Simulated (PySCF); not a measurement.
A species of formula CH5NOSi has this rotational fingerprint, computed with PBE0/def2-SVPD in PySCF (dipole) on a GFN2-xTB geometry, gas phase:

- Rotational constants: A = 10379, B = 4345, C = 3176 MHz
- Dipole components: |μa| = 0.55 D, |μb| = 3.59 D, |μc| = 0.00 D
- Inertial defect: -5.86 u·Å²
- κ: -0.68

Question: Which structure is it? (One computed conformer of each.)
A. `[SiH3]C(N)=O`
B. `[O:1]=[CH:2][NH:3][SiH3:4]` with O1–C2–N3–Si4 0°

Answer: A. It is NC(=O)[SiH3], an asymmetric top, point group Cs. The candidates at the same level (rigid rotor, commonest isotopes):

```json
{"SMILES": "O=CN[SiH3]", "A (MHz)": "13859", "B (MHz)": "4426", "C (MHz)": "3494", "μa (D)": "1.29", "μb (D)": "3.10", "μc (D)": "0.00", "Δ (u·Å²)": "-6.02", "point group": "Cs", "rotor": "asymmetric top"}
{"SMILES": "NC(=O)[SiH3]", "A (MHz)": "10379", "B (MHz)": "4345", "C (MHz)": "3176", "μa (D)": "0.55", "μb (D)": "3.59", "μc (D)": "0.00", "Δ (u·Å²)": "-5.86", "point group": "Cs", "rotor": "asymmetric top"}
```

`O=CN[SiH3]` has A 34 % too high. In the right answer the mirror of this Cs structure is the ab plane, so μc vanishes by symmetry. No structure here is proved a minimum.
